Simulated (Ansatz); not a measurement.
**A ladder of methods for SbH2Cl (SMILES [Cl][SbH2])**

SbH2Cl has 4 atoms, charge 0, and is taken as a singlet. SMILES: `[Cl][SbH2]`. The shape is that of a PBE0-D4/def2-TZVP optimisation.

```tsv
atom	x (Å)	y (Å)	z (Å)
Cl	-1.7845	0.2887	-0.6315
Sb	0.5021	-0.2753	-0.5776
H	0.3797	-1.1837	0.8689
H	0.9583	1.1100	0.3199
```

Each level gives the energy change with the Sb2–H3 bond stretched from 1.712 to 4.281 Å (eV). The values are calculated.

```tsv
level	kind	program	value (eV)	CPU time (all runs)
revPBE/STO-3G (restricted)	GGA	Ansatz	5.52	4.4 s
r2SCAN/STO-3G (restricted)	meta-GGA	Ansatz	6.04	13 s
B3LYP/STO-3G (restricted)	global hybrid	Ansatz	6.28	3.7 s
wB97X/STO-3G (restricted)	range-separated hybrid	Ansatz	7.74	13 s
BCCD(T)/STO-3G (restricted)	coupled cluster or CI	Ansatz	3.59	1.1 s
CCSD(T)/STO-3G (restricted)	coupled cluster or CI	Ansatz	3.59	1.9 s
CCSD/STO-3G (restricted)	coupled cluster or CI	Ansatz	?	1.7 s
CCSDT(Q)/STO-3G (restricted)	coupled cluster or CI	Ansatz	3.62	1.4 s
FCI/STO-3G	exact in the basis	Ansatz	3.62	2.4 s
```

Estimate what the levels marked ? give.

As computed at these levels: CCSD/STO-3G (restricted): 3.66 eV. All-electron rows without a relativistic Hamiltonian named are non-relativistic. The first shape isn't each level's own minimum. The values span 3.59 to 7.74 eV. All rows use very small basis sets, so even the best lies far from the true value. In the correlated wave-function rows the outer d shell of Sb is correlated, in sets not made for it. Times are those of the runs behind each value, whatever else they computed, on shared processors of several kinds: orders of magnitude only.
